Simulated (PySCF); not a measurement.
C₃H₁₂Si₃.

```xyz
18

C      2.2324    -1.3323     0.0000
C      0.8841    -1.3128     0.0000
C     -0.0192    -0.1021     0.0000
Si    -1.1395    -0.1886     1.5491
Si     0.8980     1.5707     0.0000
Si    -1.1395    -0.1886    -1.5491
H      2.7807    -2.2864     0.0000
H      2.8412    -0.4130     0.0000
H      0.3603    -2.2896     0.0000
H     -2.1597     0.9174     1.5235
H     -1.8551    -1.5138     1.5708
H     -0.3049    -0.0657     2.7946
H      1.7639     1.7052     1.2240
H     -0.1195     2.6782     0.0000
H      1.7639     1.7052    -1.2240
H     -1.8551    -1.5138    -1.5708
H     -0.3049    -0.0657    -2.7946
H     -2.1597     0.9174    -1.5235
```

Coordinates come from a PBE-D3(BJ)/def2-SVP optimisation. The structure was generated by enumeration, and PubChem lists no compound with its InChIKey, so it may never have been made. The values are those of a single conformer.

All values below come from PBE/pcSseg-1 (PySCF). Non-relativistic, no solvent.

Computed absolute GIAO shielding of each atom: isotropic value and principal components (ppm):
```json
[
 {"atom": "C1", "σ(iso)": "57.4", "σ11": "-46.4", "σ22": "68.0", "σ33": "150.5", "span": "196.9"},
 {"atom": "C2", "σ(iso)": "32.7", "σ11": "-79.8", "σ22": "39.8", "σ33": "138.1", "span": "217.9"},
 {"atom": "C3", "σ(iso)": "170.6", "σ11": "146.2", "σ22": "167.8", "σ33": "197.9", "span": "51.7"},
 {"atom": "Si4", "σ(iso)": "393.0", "σ11": "347.5", "σ22": "368.9", "σ33": "462.5", "span": "114.9"},
 {"atom": "Si5", "σ(iso)": "404.2", "σ11": "361.0", "σ22": "388.3", "σ33": "463.4", "span": "102.4"},
 {"atom": "Si6", "σ(iso)": "393.0", "σ11": "347.5", "σ22": "368.9", "σ33": "462.5", "span": "114.9"},
 {"atom": "H7", "σ(iso)": "25.7", "σ11": "23.3", "σ22": "24.4", "σ33": "29.5", "span": "6.2"},
 {"atom": "H8", "σ(iso)": "25.7", "σ11": "22.4", "σ22": "24.0", "σ33": "30.7", "span": "8.3"},
 {"atom": "H9", "σ(iso)": "25.0", "σ11": "23.0", "σ22": "23.2", "σ33": "28.8", "span": "5.8"},
 {"atom": "H10", "σ(iso)": "26.8", "σ11": "23.6", "σ22": "24.9", "σ33": "31.9", "span": "8.3"},
 {"atom": "H11", "σ(iso)": "26.9", "σ11": "23.7", "σ22": "25.2", "σ33": "31.9", "span": "8.2"},
 {"atom": "H12", "σ(iso)": "27.1", "σ11": "23.5", "σ22": "25.4", "σ33": "32.4", "span": "8.9"},
 {"atom": "H13", "σ(iso)": "26.8", "σ11": "23.8", "σ22": "24.5", "σ33": "32.0", "span": "8.1"},
 {"atom": "H14", "σ(iso)": "27.0", "σ11": "23.9", "σ22": "25.4", "σ33": "31.7", "span": "7.8"},
 {"atom": "H15", "σ(iso)": "26.8", "σ11": "23.8", "σ22": "24.5", "σ33": "32.0", "span": "8.1"},
 {"atom": "H16", "σ(iso)": "26.9", "σ11": "23.7", "σ22": "25.2", "σ33": "31.9", "span": "8.2"},
 {"atom": "H17", "σ(iso)": "27.1", "σ11": "23.5", "σ22": "25.4", "σ33": "32.4", "span": "8.9"},
 {"atom": "H18", "σ(iso)": "26.8", "σ11": "23.6", "σ22": "24.9", "σ33": "31.9", "span": "8.3"}
]
```
